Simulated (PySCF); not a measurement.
Sm³⁵⁺: ionisation energy

Sm³⁵⁺ [Ar] 3d9 [3d3/2^4 3d5/2^5, M_J = 5/2] → Sm³⁶⁺ [Ar] 3d8 [3d3/2^4 3d5/2^4, M_J = 4], as a difference of total energies. Computed with PySCF 2.14 in an uncontracted even-tempered set (16 s from 6.6 bohr⁻², ratio 2.8; 12 p from 8.6 bohr⁻², ratio 2.8; 8 d from 8.6 bohr⁻², ratio 2.8; 3 f from 34 bohr⁻², ratio 3), with the two-component X2C-1e Hamiltonian. Correlated levels: [Ne] frozen; the 74 highest virtual spinors dropped. "Screened" scales the spin-orbit matrix elements by Boettger's factors to mimic the two-electron term; Breit and QED terms are absent.

| method | ionisation energy (eV) |
| --- | --- |
| GHF (spin-free) | 2476.9 |
| GMP2 (spin-free) | 2478.3 |
| GHF (screened spin-orbit) | 2466.9 |
| GMP2 (screened spin-orbit) | 2468.3 |

Breit and QED terms and the two-electron picture change are absent.

The spin-free rows relax to the high-spin LS determinant and lack the spin-orbit shift.

The labels give the starting determinants; with spin-orbit coupling the two ends relaxed to ⟨J²⟩ = 8.75, ⟨L²⟩ = 6.03, ⟨S²⟩ = 0.78 and ⟨J²⟩ = 20.00, ⟨L²⟩ = 12.78, ⟨S²⟩ = 1.84.

For comparison: 2466 ± 5 eV (theoretical estimate listed by NIST; NIST Atomic Spectra Database, ionization energies).
